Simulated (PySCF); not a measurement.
A structure optimised at r2SCAN-D4/def2-TZVP, used in a PySCF frequency run:

```
Hf
F 1 1.8799
H 1 1.8510 2 108.19
H 1 1.8510 3 110.72 2 -118.40
H 1 1.8510 3 110.72 2 118.40
```

Problem. Write its SMILES, formula and point group.

Solution. [F][HfH3], FH3Hf, C3v

Problem. What are its rotational constants (standard atomic weights)?

Solution. 54.043, 7.5346, 7.5346 GHz
